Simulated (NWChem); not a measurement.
# Correlation energy of F2Mg

SMILES: [F][Mg][F]
```xyz
3

Mg     0.0000     0.0000     0.0000
F      0.0000     0.0000     1.7682
F      0.0000     0.0000    -1.7682
```
Charge 0, spin multiplicity 1.

The numbers come from NWChem runs, not from measurements. The geometry was optimised at PBE/def2-SVP, a minimum by its harmonic frequencies.

Basis set: cc-pVTZ. Each correlation energy counts from its own Hartree-Fock reference.

The correlated methods keep 7 core orbitals frozen. The structure started from a generated list of species. No row is a measurement; the coupled-cluster row has its own basis-set and correlation limits.

### Question
One of these methods gave a correlation energy of -555.8 mHa. Which?
(A) MP2
(B) SCS-MP2
(C) CCSD
(D) CR-CCSD[T]

### Answer
A, MP2. The others give -539.7 (SCS-MP2), -564.8 (CR-CCSD[T]), -551.2 (CCSD).
